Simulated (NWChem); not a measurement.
Everything below was run with NWChem. System: trans-1,3,3,3-tetrafluoropropene (C$_{3}$H$_{2}$F$_{4}$), charge 0, spin multiplicity 1, at a geometry optimised with PBE/def2-SVP. Level: MP2/def2-SVP, 7 core orbitals frozen.

Output (cleaned and shortened):

```
             Northwest Computational Chemistry Package (NWChem) 7.3.0
             --------------------------------------------------------

                                NWChem Input Module
                                -------------------

 Scaling coordinates for geometry "geometry" by  1.889725989
 (inverse scale =  0.529177249)

                             Geometry "geometry" -> ""
                             -------------------------

 Output coordinates in angstroms (scale by  1.889725989 to convert to a.u.)

  No.       Tag          Charge          X              Y              Z
 ---- ---------------- ---------- -------------- -------------- --------------
    1 F                    9.0000     2.86564100    -0.03182800     0.06786200
    2 C                    6.0000     1.59505000     0.31355900    -0.13952100
    3 C                    6.0000     0.57102800    -0.45608700     0.25590400
    4 C                    6.0000    -0.85128900    -0.06187000     0.01816500
    5 F                    9.0000    -1.49546400    -0.98121000    -0.74263000
    6 F                    9.0000    -1.53674700     0.02952400     1.18453900
    7 F                    9.0000    -0.95714800     1.13454000    -0.61196900
    8 H                    1.0000     1.48391700     1.27952000    -0.65957500
    9 H                    1.0000     0.74080800    -1.41235200     0.77207700

 Effective nuclear repulsion energy (a.u.)     316.1307990833

            Nuclear Dipole moment (a.u.)
            ----------------------------
        X                 Y               Z
 ---------------- ---------------- ----------------
    -0.0000056692     0.0000264562     0.0000151178


 Summary of "ao basis" -> "" (spherical)
 ------------------------------------------------------------------------------
       Tag                 Description            Shells   Functions and Types
 ---------------- ------------------------------  ------  ---------------------
 *                          def2-svp                  on all atoms

 Summary of "ao basis" -> "ao basis" (spherical)
 ------------------------------------------------------------------------------
       Tag                 Description            Shells   Functions and Types
 ---------------- ------------------------------  ------  ---------------------
 F                          def2-svp                 6       14   3s2p1d
 C                          def2-svp                 6       14   3s2p1d
 H                          def2-svp                 3        5   2s1p

                                 NWChem SCF Module
                                 -----------------

  ao basis        = "ao basis"
  functions       =   108
  atoms           =     9
  closed shells   =    28
  open shells     =     0
  charge          =   0.00
  wavefunction    = RHF
  use symmetry    = F
  symmetry adapt  = F

 Summary of "ao basis" -> "ao basis" (spherical)
 ------------------------------------------------------------------------------
       Tag                 Description            Shells   Functions and Types
 ---------------- ------------------------------  ------  ---------------------
 F                          def2-svp                 6       14   3s2p1d
 C                          def2-svp                 6       14   3s2p1d
 H                          def2-svp                 3        5   2s1p

 Forming initial guess at       0.1s

      Superposition of Atomic Density Guess
      -------------------------------------

 Sum of atomic energies:        -511.04303507

      Non-variational initial energy
      ------------------------------

 Total energy =    -513.499901
 1-e energy   =   -1338.306263
 2-e energy   =     508.675563
 HOMO         =      -0.300289
 LUMO         =       0.036511

 Starting SCF solution at       1.9s

 ----------------------------------------------
         Quadratically convergent ROHF

 Convergence threshold     :          1.000E-07
 Maximum no. of iterations :          100
 Final Fock-matrix accuracy:          1.000E-09
 ----------------------------------------------

              iter       energy          gnorm     gmax       time
             ----- ------------------- --------- --------- --------
[...]
    46      0.192188  4 C  px                 5     -0.190041  1 F  py
    36      0.166434  3 C  py                34     -0.155269  3 C  pz
    88      0.150084  7 F  px

 Vector   28  Occ=2.000000D+00  E=-4.231101D-01
              MO Center=  1.0D+00, -1.4D-01,  9.2D-02, r^2= 1.8D+00
   Bfn.  Coefficient  Atom+Function         Bfn.  Coefficient  Atom+Function
  ----- ------------  ---------------      ----- ------------  ---------------
    34      0.371272  3 C  pz                20      0.316861  2 C  pz
    37      0.283998  3 C  pz                23      0.199604  2 C  pz
    33      0.199419  3 C  py                 6      0.188208  1 F  pz
    19      0.170129  2 C  py                 9     -0.168390  1 F  pz
    36      0.153117  3 C  py

 Vector   29  Occ=0.000000D+00  E= 1.216540D-01
              MO Center=  1.1D+00,  2.4D-03,  1.9D-02, r^2= 2.4D+00
   Bfn.  Coefficient  Atom+Function         Bfn.  Coefficient  Atom+Function
  ----- ------------  ---------------      ----- ------------  ---------------
    23      0.635847  2 C  pz                37     -0.562629  3 C  pz
    20      0.385612  2 C  pz                22      0.340581  2 C  py
    36     -0.302755  3 C  py                34     -0.296756  3 C  pz
    19      0.206771  2 C  py                 9     -0.179867  1 F  pz
    33     -0.159181  3 C  py

 Vector   30  Occ=0.000000D+00  E= 1.935027D-01
              MO Center=  1.1D+00, -2.5D-01,  1.6D-01, r^2= 6.0D+00
   Bfn.  Coefficient  Atom+Function         Bfn.  Coefficient  Atom+Function
  ----- ------------  ---------------      ----- ------------  ---------------
   105      1.698719  9 H  s                100     -1.483482  8 H  s
    31     -1.321852  3 C  s                 17      0.961091  2 C  s
    36      0.565898  3 C  py                22      0.515506  2 C  py
    37     -0.303844  3 C  pz                23     -0.281578  2 C  pz
    21     -0.268248  2 C  px                19      0.164135  2 C  py

 Vector   31  Occ=0.000000D+00  E= 2.134683D-01
              MO Center=  1.1D+00,  2.5D-01, -1.1D-01, r^2= 6.4D+00
   Bfn.  Coefficient  Atom+Function         Bfn.  Coefficient  Atom+Function
  ----- ------------  ---------------      ----- ------------  ---------------
   100      1.930521  8 H  s                 17     -1.661476  2 C  s
   105      1.664927  9 H  s                 36      1.005693  3 C  py
    22     -0.799619  2 C  py                31     -0.559200  3 C  s
    37     -0.543851  3 C  pz                23      0.436128  2 C  pz
    21      0.416770  2 C  px                35     -0.244713  3 C  px

 center of mass
 --------------
 x =  -0.05518286 y =   0.00468423 z =  -0.00354113

 moments of inertia (a.u.)
 ------------------
         344.830919082162         -32.238942723931           0.643742164951
         -32.238942723931        1260.538585986478           9.326258383895
           0.643742164951           9.326258383895        1273.977638607095

  Mulliken analysis of the total density
  --------------------------------------

    Atom       Charge   Shell Charges
 -----------   ------   -------------------------------------------------------
    1 F    9     9.30   1.99  1.13  0.80  3.33  2.04  0.01
    2 C    6     5.63   1.99  0.89  0.18  1.87  0.61  0.09
    3 C    6     6.32   1.99  0.88  0.32  2.06  1.02  0.04
    4 C    6     5.03   1.99  0.91 -0.06  1.74  0.27  0.19
    5 F    9     9.31   1.99  1.13  0.81  3.33  2.04  0.01
    6 F    9     9.31   1.99  1.13  0.81  3.33  2.04  0.01
    7 F    9     9.32   1.99  1.13  0.81  3.33  2.05  0.01
    8 H    1     0.90   0.74  0.13  0.03
    9 H    1     0.88   0.73  0.13  0.03

       Multipole analysis of the density wrt the origin
       ------------------------------------------------

     L   x y z        total         open         nuclear
     -   - - -        -----         ----         -------
     0   0 0 0     -0.000000      0.000000     56.000000

     1   1 0 0      0.517852      0.000000     -0.000006
     1   0 1 0      0.087966      0.000000      0.000026
     1   0 0 1     -0.037161      0.000000      0.000015

     2   2 0 0    -32.298728      0.000000    527.999070
     2   1 1 0      0.871476      0.000000     17.178338
     2   1 0 1     -0.520422      0.000000     -1.156986
     2   0 2 0    -26.780191      0.000000     91.988593
     2   0 1 1     -1.384218      0.000000     -8.210722
     2   0 0 2    -28.655632      0.000000     80.515105

                   NWChem MP2 Semi-direct Energy/Gradient Module
                   ---------------------------------------------

  Basis functions       =    108
  Molecular orbitals    =    108
  Frozen core           =      7
  Frozen virtuals       =      0
  Active alpha occupied =     21
  Active beta occupied  =     21
  Active alpha virtual  =     80
  Active beta virtual   =     80
  Use MO symmetry       = F
  Use skeleton AO sym   = F

  AO/Fock/Back tols     =   1.0D-09  1.0D-09  1.0D-09

 GA uses MA = F    GA memory limited = T

 Available:
  local mem=  1.26D+08
 global mem=  1.44D+08
 local disk=  0.00D+00
  mp2_memr nvloc                    80
  nvloc new                    80
   1 passes of  21:        3145728                      66634                  31396035.
   1 passes of  21: M    126140682           G      144155872           F     122994954.

 Semi-direct pass number   1 of   1  for RHF alpha+beta  at        6.0s
  vrange nnbf                  5493
  mp2_eaftype                   119  avail_ma_in_mb                  1099
 EAF : mp2_eaftype filesize         119   15698018.
  mp2_eaf for mointskh                    119
Node 0 wrote     73.8 Mb in      0.1 s     Agg I/O rate:  1081.1 Mb/s
 Done moints_semi at       11.4s
  mp2_eaftype                   119  avail_ma_in_mb                   980
 EAF : mp2_eaftype filesize         119   15698018.
  mp2_eaf for kh                   119
 Done maket at       12.2s
 Done multipass loop at       12.2s

          -------------------------------------------
          SCF energy                -512.092986915983
          Correlation energy          -1.120946005136
          Singlet pairs               -0.666333661940
          Triplet pairs               -0.454612343197
          Total MP2 energy          -513.213932921119
          -------------------------------------------

          ---------------------------------------------------
                    Spin Component Scaled (SCS) MP2
          Same spin pairs                     -0.303074895465
          Same spin scaling factor             0.333333333333
          Opposite spin pairs                 -0.817871109672
          Opposite spin scaling fact.          1.200000000000
          SCS-MP2 correlation energy          -1.082470296761
          Total SCS-MP2 energy              -513.175457212744
          ---------------------------------------------------

 -----------------------
 Performance information
 -----------------------

 Timer overhead =  2.33D-07 seconds/call

               Nr. of calls         CPU time (s)                 Wall time (s)                GFlops
             ---------------    -------------------     ------------------------------   -------------------
Name         Min   Avg   Max    Min     Avg     Max     Min     Avg     Max   Mx/calls   Min     Max     Sum
mp2: moin     1     1     1    5.4     5.4     5.4      5.4     5.4     5.4     5.4      0.0     0.0     0.0
mp2: make     1     1     1   0.81    0.81    0.81     0.81    0.81    0.81    0.81      0.0     0.0     0.0
mp2: tota     1     1     1    6.2     6.2     6.2      6.2     6.2     6.2     6.2      0.0     0.0     0.0

 The average no. of pstat calls per process was 3.00D+00
 with a timing overhead of 7.00D-07s

 Task  times  cpu:       12.1s     wall:       12.1s

 Total times  cpu:       12.2s     wall:       12.2s
```

**Question.** Write an NWChem input that would produce this output.

**Answer.** Several could match; the one computed here: 
```
start mol
memory heap 200 mb stack 900 mb global 1100 mb
geometry units angstroms nocenter noautoz noautosym
  F      2.865641    -0.031828     0.067862
  C      1.595050     0.313559    -0.139521
  C      0.571028    -0.456087     0.255904
  C     -0.851289    -0.061870     0.018165
  F     -1.495464    -0.981210    -0.742630
  F     -1.536747     0.029524     1.184539
  F     -0.957148     1.134540    -0.611969
  H      1.483917     1.279520    -0.659575
  H      0.740808    -1.412352     0.772077
end
basis spherical
  * library def2-svp
end
scf
  rhf
  nopen 0
  maxiter 100
  thresh 1e-7
  semidirect memsize 60000000 filesize 0
end
mp2
  freeze core 7
end
task mp2 energy
```
